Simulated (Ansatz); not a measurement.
Energy needed to pull apart CH2O2Si (SMILES OC1=[SiH]O1), closed shell, into free ground-state atoms, from the structure below (displaced at random from a GFN2-xTB minimum); no zero-point or spin–orbit terms; open-shell atoms are treated unrestricted, in their ground-state multiplicity.

```xyz
6
angstrom
O -0.8191 0.7708 -0.9069
C -0.1357 -0.3186 -0.6723
Si 1.0276 -0.3582 0.7983
O -0.4199 -0.9721 0.4494
H -0.8195 1.1648 -1.8009
H 1.2723 -0.3570 2.2169
```

Program: Ansatz 0.2.0. Basis: def2-TZVPP. Cores are frozen in the correlated methods.

```tsv
method	atomization energy (eV)
PBE-D4	21.84
r2SCAN-D4	20.88
PBE0-D4	20.68
r2SCANh-D4	20.50
r2SCAN0-D4	?
wB97M-V	20.85
HF	11.81
MP2	20.55
CCSD	?
CCSD(T)	19.83
```

What does r2SCAN0-D4 give? (An estimate is asked for; the value comes from the calculation.)

Computed: 19.94 eV, which is about 0.12 eV more than CCSD(T)/def2-TZVPP.

What does CCSD give? (To be estimated.)

By the calculation: 19.13 eV, which is about 0.69 eV less than CCSD(T)/def2-TZVPP.

In triple zeta the MP2 and coupled-cluster atomization energies are still short of their basis limit by a few kcal/mol a bond, whereas those of the functionals are nearly converged, so these differences are not deviations from converged CCSD(T).

No T1 diagnostic of these runs exceeds 0.025. The restricted Hartree–Fock reference is unstable towards an unrestricted one here.

For scale, one of the runs: CCSD(T)/def2-TZVPP forces, 163 basis functions (an equivalent command: `ansatz run in.yaml --threads 4`). The run took 68 s on 4 CPU threads (shared host), with 2.4 GiB of host memory at its peak.
